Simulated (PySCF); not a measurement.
SMILES FC(C=O)=C=C=C=CF, C₆H₂F₂O

Molfile (atoms numbered from 1):
```
C6H2F2O
     RDKit          3D

 11 10  0  0  0  0  0  0  0  0999 V2000
    2.4808   -0.7848   -1.5056 O   0  0  0  0  0  0  0  0  0  0  0  0
    2.7873   -0.4451   -0.3954 C   0  0  0  0  0  0  0  0  0  0  0  0
    1.8252    0.0074    0.6420 C   0  0  0  0  0  0  0  0  0  0  0  0
    2.4105    0.3326    1.7945 F   0  0  0  0  0  0  0  0  0  0  0  0
    0.5156    0.0911    0.4664 C   0  0  0  0  0  0  0  0  0  0  0  0
   -0.7345    0.1395    0.2097 C   0  0  0  0  0  0  0  0  0  0  0  0
   -1.9903    0.1942   -0.0390 C   0  0  0  0  0  0  0  0  0  0  0  0
   -3.2715    0.3127   -0.3203 C   0  0  0  0  0  0  0  0  0  0  0  0
   -4.1491   -0.6590   -0.1326 F   0  0  0  0  0  0  0  0  0  0  0  0
    3.8450   -0.4358   -0.0304 H   0  0  0  0  0  0  0  0  0  0  0  0
   -3.7176    1.2242   -0.7335 H   0  0  0  0  0  0  0  0  0  0  0  0
  1  2  2  0
  2  3  1  0
  3  4  1  0
  3  5  2  0
  5  6  2  0
  6  7  2  0
  7  8  2  0
  8  9  1  0
  2 10  1  0
  8 11  1  0
M  END
```

Computed, not measured: PySCF 2.14.0, TDDFT CAM-B3LYP/aug-cc-pVDZ excited states, vertical, gas phase. Geometry: PBE0-D3(BJ)/def2-SVP.

(1) How strongly do the lowest singlets absorb one photon, and two photons of half the energy?

Answers

(1) δ for parallel linear polarisation; σ at the peak of a Lorentzian of half width 0.1 eV, single beam; Ω is circular over linear.
| state | E (eV) | f | photon λ (nm) | δ (au) | σ (GM) | Ω | main |
| --- | --- | --- | --- | --- | --- | --- | --- |
| S1 | 3.11 | 0.000 | 796 | 0.12 | 0.00 | 1.30 | HOMO→LUMO 0.60, HOMO−1→LUMO 0.34 |
| S2 | 3.60 | 0.000 | 689 | 0.12 | 0.00 | 1.43 | HOMO−2→LUMO 0.84 |
| S3 | 3.88 | 0.000 | 640 | 0.41 | 0.00 | 1.42 | HOMO−1→LUMO+1 0.61, HOMO→LUMO+1 0.36 |
| S4 | 4.33 | 0.202 | 572 | 110 | 0.76 | 1.03 | HOMO−1→LUMO 0.52, HOMO→LUMO 0.29 |
| S5 | 5.40 | 1.173 | 459 | 210 | 2.24 | 0.69 | HOMO→LUMO+1 0.43, HOMO−1→LUMO+1 0.25 |
| S6 | 5.98 | 0.011 | 415 | 78.3 | 1.02 | 0.67 | HOMO−2→LUMO+1 0.94 |

Among these, the strongest one-photon state is S5, the strongest two-photon state S5, with a dipole change of 1.1 D (relaxed, norm of the difference vector).
